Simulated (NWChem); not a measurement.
A series in which one site is exchanged, each optimised at PBE0/def2-SVP with NWChem, gas phase unless a solvent is named. All stand in one matching conformer (torsions within 35°), which need not be the lowest. This build's default masses of Se (78.918 u) and Br (79.917 u) are each other's, which moves their modes by up to 0.6 %. For some, no frequency run checked for a minimum. def2 effective core potentials on Te; no spin-orbit coupling.

A: [Te](N)O[SiH3] (SiNH₅TeO; site = Te)
B: [SiH3]O[Se]N (SiNH5SeO; site = Se)
C: [Mg]([O][SiH3])[NH2] (MgSiNH$_{5}$O; site = Mg)

| quantity | A | B | C |
|---|---|---|---|
| dipole (D), PBE0/def2-SVP | 1.56 | ? | 2.33 |
| orbital gap (eV), PBE0/def2-SVP | 4.85 | ? | 5.31 |
| static polarisability, PBE0/def2-SVPD (bohr³) | 80.7 | ? | 61.4 |
| lowest singlet excitation, PBE0/def2-SVPD, TDA (eV) | 3.27 | ? | 4.09 |

Question: Some entries are withheld; supply them.

Answer: 
- dipole (D), PBE0/def2-SVP, B: 1.83
- orbital gap (eV), PBE0/def2-SVP, B: 5.90
- static polarisability, PBE0/def2-SVPD (bohr³), B: 68.7
- lowest singlet excitation, PBE0/def2-SVPD, TDA (eV), B: 4.13
